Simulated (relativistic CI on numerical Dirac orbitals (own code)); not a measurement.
Magnetism of Er2+, 4f12, in a crystal field

Calculated by Dirac-Coulomb-Breit CI, separate exchange-only KLI orbitals for each configuration, model QED (radiative potential, 1s self-energy scaled to tabulated hydrogen-like ionisation energies), valence Slater integrals scaled by 0.8, one configuration in a parametric crystal field (own radial code).

Field parameters in Wybourne normalisation. The field is a parameter set, without covalency.

S is read from ⟨S²⟩ = S(S + 1).

Powder χT (cm³ K mol⁻¹) by Van Vleck's formula, with temperature-independent terms:

```
                                                                                                   Field    2 K    5 K  10 K  20 K  50 K  100 K  200 K  300 K
C2v, B20 = 0, B22 = 10, B40 = -60, B42 = 250, B44 = 220, B60 = 420, B62 = -40, B64 = 120, B66 = 230 cm⁻¹   3.27      4  4.51   5.2  6.23    6.8   7.05    7.1
                            D3d, B20 = 760, B40 = 620, B43 = 170, B60 = -300, B63 = 200, B66 = -470 cm⁻¹  0.732   1.83   3.4   4.9  6.07   6.65   6.96   7.05
                            D3d, B20 = 250, B40 = -960, B43 = -10, B60 = 260, B63 = 430, B66 = -400 cm⁻¹  0.318  0.795  1.59  3.06   5.4   6.44   6.91   7.03
                               D3d, B20 = 930, B40 = 530, B43 = -450, B60 = 60, B63 = 320, B66 = 40 cm⁻¹   1.77   3.59  5.24  6.26  6.75   6.92   7.03   7.08
                                                  D3h, B20 = 410, B40 = -470, B60 = -350, B66 = -90 cm⁻¹  0.563   1.41  2.77  4.64   6.2   6.79   7.05    7.1
                                       D4h, B20 = 240, B40 = 1200, B44 = 790, B60 = -330, B64 = 570 cm⁻¹   1.48   3.29  4.67  5.54  6.23   6.58   6.87   6.99
```

Problem. For D3d, B20 = 250, B40 = -960, B43 = -10, B60 = 260, B63 = 430, B66 = -400 cm⁻¹: what effective moment follows at 300 K?

Solution. μ_eff = √(8χT) = 7.50 μB. The LS value g√(J(J + 1)) of the free ion's 3H_6 level is 7.56 μB.
